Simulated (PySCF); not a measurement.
Simulated C 1s region for `[SiH3]CC1=CC=[N+]([GaH3-])C=C1`, binding energy against the vacuum level.

Every computed line was given a Gaussian of 0.4 eV full width at half maximum and an area set by the number of equivalent atoms; the highest printed point is 100. Level of theory: delta-SCF UKS SCAN, pcX-2 on the ionised atom, pcseg-1 elsewhere, spin-free X2C (PySCF 2.14.0).

binding energy (eV), intensity and a bar:
```
    290.5          1 
    290.6          4 #
    290.7         13 ####
    290.8         36 ###########
    290.9         71 #####################
    291.0         99 ##############################
    291.1        100 ##############################
    291.2         75 ######################
    291.3         46 ##############
    291.4         35 ##########
    291.5         43 #############
    291.6         62 ##################
    291.7         80 ########################
    291.8         87 ##########################
    291.9         75 #######################
    292.0         49 ###############
    292.1         23 #######
    292.2          8 ##
    292.3          2 
    292.4          0
```

**Question.** How many maxima does the curve show, and how many computed lines lie under it?

**Answer.** The curve has 2 maxima (at 291.1 and 291.8 eV). Under it lie 4 lines from 4 inequivalent carbon sites. At this width some lines have no maximum of their own.

**Question.** Decompose the envelope and assign each component. Numbering: `[SiH3:1][CH2:2][c:3]1[cH:4][cH:5][n+:6]([GaH3-:7])[cH:8][cH:9]1`.

**Answer.** 
```
position (eV)  relative area  line  atoms                          environment
       291.02              2  C 1s  C4/C9                   aromatic CH carbon
       291.12              1  C 1s     C2          sp3 carbon bound to silicon
       291.60              1  C 1s     C3          substituted aromatic carbon
       291.84              2  C 1s  C5/C8  aromatic CH next to a ring nitrogen
```

**Question.** What are the centre and the root-mean-square width of the whole band?

**Answer.** The area-weighted mean of the lines is 291.41 eV. Their own spread about it is 0.37 eV (rms) and each Gaussian has σ = 0.4/2.355 = 0.17 eV; the variances add, which gives 0.40 eV.

The listed C 1s values span 0.82 eV, from C4/C9 (bonded to 2 C (aromatic in the SMILES) and H) to C5/C8 (bonded to N (aromatic in the SMILES), C (aromatic in the SMILES) and H).

No satellites, vibrations or lifetime broadening are included. Atoms equivalent by their bonding share one computed value, that of the first of them. The unrestricted hole states depart most from a pure doublet (⟨S²⟩ = 0.75; over 0.85 named) for C 1s of C3 (0.88), which makes this value less certain. One conformer (not necessarily the lowest) at the PBE0-D3(BJ)/def2-SVP geometry, without solvent, vibrations or thermal averaging.

Shape of the structure used: `[SiH3:1][CH2:2][c:3]1[cH:4][cH:5][n+:6]([GaH3-:7])[cH:8][cH:9]1`: Si1–C2–C3–C4 90°.
